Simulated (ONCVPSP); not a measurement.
**An all-electron radial function and its pseudo partner (Ne (Z = 10))**

Columns: radius, all-electron u(r) and pseudo u(r) of the 2p shell (level -32.30 eV) of neon in the configuration [He] 2s2 2p5; BLYP, scalar-relativistic, ONCV scheme, ONCVPSP 4.0.1.

```
r (bohr)  all-electron  pseudo
   0.062        0.0885  0.0345
   0.125        0.2687  0.1345
   0.188        0.4619  0.2846
   0.250        0.6317  0.4600
   0.312        0.7693  0.6395
   0.375        0.8744  0.8045
   0.438        0.9470  0.9360
   0.500        0.9904  1.0242
   0.562        1.0109  1.0712
   0.625        1.0129  1.0816
   0.688        1.0003  1.0634
   0.750        0.9772  1.0272
   0.812        0.9465  0.9811
   0.875        0.9097  0.9305
   0.938        0.8693  0.8799
   1.000        0.8274  0.8319
   1.062        0.7846  0.7860
   1.125        0.7408  0.7411
   1.188        0.6975  0.6975
   1.250        0.6559  0.6558
   1.312        0.6154  0.6154
   1.375        0.5758  0.5758
   1.438        0.5380  0.5379
   1.500        0.5024  0.5024
   1.562        0.4686  0.4686
   1.625        0.4362  0.4361
```

**Question.** How many radial nodes do the two functions have?

**Answer.** The all-electron 2p function has n − l − 1 = 0; the pseudo-wave has 0.

**Question.** At about which radius was the pseudo-wave matched?

**Answer.** 1.25 bohr. The columns agree to 0.0005 from 1.12 bohr on; several derivatives are matched, so the curves merge somewhat inside the radius.

**Question.** Is the pseudo-wave norm-conserving?

**Answer.** Yes: the ONCV scheme keeps the norm inside the radius equal to the all-electron one, which fixes the energy derivative of the logarithmic derivative at the level.
